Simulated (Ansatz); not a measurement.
Geometry optimisation, Ansatz 0.2.0, RKS r2SCANh/STO-3G.

input.yaml

```yaml
crystal:
  periodic: [false, false, false]
  atoms:
    - { symbol: C, position_ang: [0.02193, 1.06125, -0.50729] }
    - { symbol: B, position_ang: [-0.95716, 0.07241, 0.22197] }
    - { symbol: S, position_ang: [-0.45833, -1.48997, 0.82663] }
    - { symbol: O, position_ang: [1.1741, -1.54957, 0.39595] }
    - { symbol: H, position_ang: [-0.41768, 1.45491, -1.42248] }
    - { symbol: H, position_ang: [0.22299, 1.92457, 0.12769] }
    - { symbol: H, position_ang: [0.98015, 0.61082, -0.75537] }
    - { symbol: H, position_ang: [-2.08459, 0.31303, 0.4231] }
    - { symbol: H, position_ang: [1.51861, -2.39747, 0.6898] }
basis:
  gaussian: { orbitals: STO-3G }
hamiltonian:
  xc: r2scanh
relax:
  f_tol: 0.015
  max_steps: 40
```

Launched with:

```bash
$ ansatz run input.yaml --threads 1 --pin off --max-ram 2048MiB --backend cpu --events-out ev --progress --plain --runs-dir out
```

Question: Where does it end, and by what steps?

Answer: It converged. The force dipped under the threshold on the way, but the program's further checks kept it going. Limits of this set-up: minimal basis. After 13 steps the energy has fallen by 0.265 eV; H6 moved furthest, 0.17 Å.

```tsv
step	energy less start (eV)	largest force component (eV/Å)	accepted
0	0.0000	3.951	yes
1	-0.2240	1.320	yes
2	-0.2621	0.255	yes
3	-0.2631	0.110	yes
4	-0.2639	0.050	yes
5	-0.2642	0.021	yes
6	-0.2643	0.007	yes
7	-0.2645	0.041	yes
8	-0.2647	0.040	yes
9	-0.2648	0.030	yes
10	-0.2649	0.026	yes
11	-0.2649	0.035	yes
12	-0.2649	0.019	yes
13	-0.2650	0.006	yes
```

```xyz
9
Properties=species:S:1:pos:R:3
C 0.025 1.064 -0.486
B -0.940 0.076 0.256
S -0.472 -1.499 0.820
O 1.217 -1.534 0.314
H -0.378 1.317 -1.476
H 0.096 2.012 0.064
H 1.038 0.671 -0.621
H -2.053 0.363 0.471
H 1.466 -2.469 0.658
```

Run time: 96 s on 1 CPU thread of a shared host.
